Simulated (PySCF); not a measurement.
CH7ClN2Si, SMILES Cl[Si@H](N)CN.

Geometry: B3LYP-D3(BJ)/def2-SVP. The structure was generated by enumeration; whether it is a known compound was not checked. The values are those of a single conformer.

Two levels are set side by side: TDA-PBE/def2-SVPD (PySCF) and TDA-LC-ωPBE/def2-SVPD (PySCF). Vertical, same geometry. The lowest singlet is HOMO→LUMO 98 % with PBE and HOMO→LUMO+1 58 %, HOMO→LUMO 26 % with the other functional; states are paired by order. Differences are taken from unrounded values.

```json
[
 {"quantity": "lowest singlet excitation (eV)", "TDA-LC-ωPBE": "6.61", "TDA-PBE": "4.97", "TDA-PBE minus TDA-LC-ωPBE": "-1.64"},
 {"quantity": "lowest triplet excitation (TDA) (eV)", "TDA-LC-ωPBE": "6.20", "TDA-PBE": "4.85", "TDA-PBE minus TDA-LC-ωPBE": "-1.35"}
]
```

A lower first singlet is the usual sign of a functional without exact exchange. Differences between two approximate levels are no errors against the true value.

Rough cost on one machine, each run with all the roots and properties that it gave: TDA-LC-ωPBE against TDA-PBE about 3 times.
